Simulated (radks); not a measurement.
Q: Radial electron density D(r) = 4 pi r^2 rho(r) of an atom or ion with 64 electrons. Calculated with a radial shooting solver on a logarithmic mesh with Libxc functionals: Dirac Kohn-Sham, BLYP, spin-unpolarised, spherical densities, finite nucleus; Fermi nuclear charge, rms radius of each element as measured or else 0.836 A^(1/3) + 0.57 fm.

```
   r/bohr * D(r) (the largest magnitude, 119, reaches the edge; | marks zero)
 0.002774 |          *
 0.003204 |            *
   0.0037 |               *
 0.004273 |                  *
 0.004934 |                     *
 0.005745 |                         *
 0.006634 |                             *
 0.007662 |                                 *
 0.008849 |                                    *
  0.01022 |                                       *
   0.0119 |                                         *
  0.01374 |                                          *
  0.01587 |                                          *
  0.01832 |                                        *
  0.02116 |                                       *
  0.02464 |                                     *
  0.02845 |                                     *
  0.03286 |                                      *
  0.03795 |                                         *
  0.04383 |                                              *
  0.05102 |                                                   *
  0.05892 |                                                      *
  0.06805 |                                                      *
  0.07859 |                                                   *
  0.09076 |                                              *
   0.1048 |                                          *
    0.122 |                                         *
   0.1409 |                                            *
   0.1628 |                                                *
    0.188 |                                                *
   0.2171 |                                           *
   0.2527 |                                 *
   0.2919 |                         *
   0.3371 |                     *
   0.3893 |                      *
   0.4496 |                         *
   0.5233 |                         *
   0.6044 |                     *
    0.698 |                *
   0.8061 |           *
    0.931 |        *
    1.084 |      *
    1.252 |    *
    1.446 |   *
    1.669 |  *
    1.928 | *
    2.227 |*
    2.592 *
    2.994 *
    3.457 *
    3.993 *
    4.611 *
    5.368 *
```

What is the nuclear charge?

A: Z = 67. The innermost maximum, from 1s, lies near gamma/Z bohr with gamma = sqrt(1 - (Z/c)^2) = 0.872, here 0.013 bohr (found: 0.0144), and its height grows with Z. The density is that of the holmium ion Ho3+ in [Xe] 4f10; the configuration itself is not fixed sharply by these data, and Z only to a few units. D(r) has 4 maxima, at r = 0.0144, 0.0638, 0.178, 0.483 bohr, and minima at 0.0278, 0.116, 0.345 bohr, inside which lie 2.02, 11.15, 29.53 electrons.
